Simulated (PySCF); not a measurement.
Gas-phase reaction: Ge(OH)₄ + GeO₂ + 2 HF ⇌ 6 O + 2 GeH₃F

Energies from PySCF (xtb for GFN2), thermal terms from the rigid-rotor harmonic-oscillator model, ideal gas at 1 bar. † marks an energy on the PBE0/def2-TZVP geometry and frequencies; other levels use their own. MP2 and CCSD(T) freeze the core. 6-31G* has spherical d functions here. Open shells (unrestricted): O (multiplicity 3); the rest are closed-shell singlets. GFN2 has no spin-polarisation term. Spin-orbit splitting is ignored; it lowers the true energy and changes the entropy of O. Ge: all electrons, no relativistic terms. Ge(OH)₄, GeO₂: computed as isolated molecules; such fragments, hydroxides, amides, oligomers or adducts are transient or little studied in the gas. MP2 isn't extrapolated to the basis-set limit. CCSD(T) isn't extrapolated to the basis-set limit. Warning, large T1 diagnostic: GeO₂ (CCSD(T)/def2-TZVPP†).

```json
[
 {"level": "CCSD(T)/def2-TZVPP†", "ΔH°(298 K), kJ": "2546"},
 {"level": "GFN2-xTB", "ΔH°(298 K), kJ": "?"},
 {"level": "HF/6-31G*", "ΔH°(298 K), kJ": "969"},
 {"level": "M06-2X/def2-TZVP†", "ΔH°(298 K), kJ": "?"},
 {"level": "MP2/def2-SVP†", "ΔH°(298 K), kJ": "2542"},
 {"level": "MP2/def2-TZVPP†", "ΔH°(298 K), kJ": "2813"},
 {"level": "PBE/def2-TZVP†", "ΔH°(298 K), kJ": "2786"},
 {"level": "PBE0/def2-QZVP†", "ΔH°(298 K), kJ": "2579"},
 {"level": "r2SCAN/def2-TZVP†", "ΔH°(298 K), kJ": "2611"},
 {"level": "LDA/def2-TZVP†", "ΔH°(298 K), kJ": "?"},
 {"level": "ωB97M-V/def2-TZVP†", "ΔH°(298 K), kJ": "?"}
]
```

Question: Complete the blanks.

Answer: 
- GFN2-xTB, ΔH°(298 K), kJ: 4628
- M06-2X/def2-TZVP†, ΔH°(298 K), kJ: 2649
- LDA/def2-TZVP†, ΔH°(298 K), kJ: 3318
- ωB97M-V/def2-TZVP†, ΔH°(298 K), kJ: 2590
